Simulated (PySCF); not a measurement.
## MP2, SCS-MP2 and SOS-MP2 from spin components

System: H₃B₃Cl₃N₃, singlet, at a GFN2-xTB geometry. Level: MP2/pcseg-1 in PySCF. Sums are taken with unrounded values, so a last digit can differ.

Input for PySCF:
```python
from pyscf import gto, scf, mp

mol = gto.Mole()
mol.atom = '''
    Cl   -1.64657899   -2.57122596   -0.80160105
    B    -0.74801581   -1.16806888   -0.36415518
    N    -1.39762621    0.07263285   -0.12954413
    B    -0.67801320    1.24217779    0.23197843
    Cl   -1.49248487    2.73435911    0.51064538
    N     0.73311727    1.14480397    0.35690215
    B     1.42602901   -0.07410891    0.13217674
    Cl    3.13906386   -0.16313315    0.29095568
    N     0.66450893   -1.21743683   -0.22735802
    H    -2.40215759    0.12483707   -0.22265281
    H     1.26003878    1.96762163    0.61342239
    H     1.14211880   -2.09245870   -0.39076958
'''
mol.basis = 'pcseg-1'
mol.verbose = 4
mol.build()

mf = scf.RHF(mol)
mf.kernel()

pt = mp.MP2(mf, frozen=21)
pt.kernel()
print('E(MP2) = %.10f' % pt.e_tot)
mf.analyze()
```

It gave an SCF energy of -1617.910000 Eh, a same-spin correlation energy of -0.302977 Eh and an opposite-spin one of -0.804179 Eh.

Question: Work out the MP2, SCS-MP2 (6/5 and 1/3) and SOS-MP2 (1.3 and 0) correlation and total energies.

Answer: MP2: -0.804179 + (-0.302977) = -1.107156 Eh, total -1619.017156 Eh, as the program printed. SCS-MP2: 1.2 × (-0.804179) + (-0.302977)/3 = -1.066008 Eh, total -1618.976007 Eh. SOS-MP2: 1.3 × (-0.804179) = -1.045433 Eh, total -1618.955433 Eh. Opposite spins carry 73 % of the MP2 correlation; same-spin pairs are already kept apart by exchange.
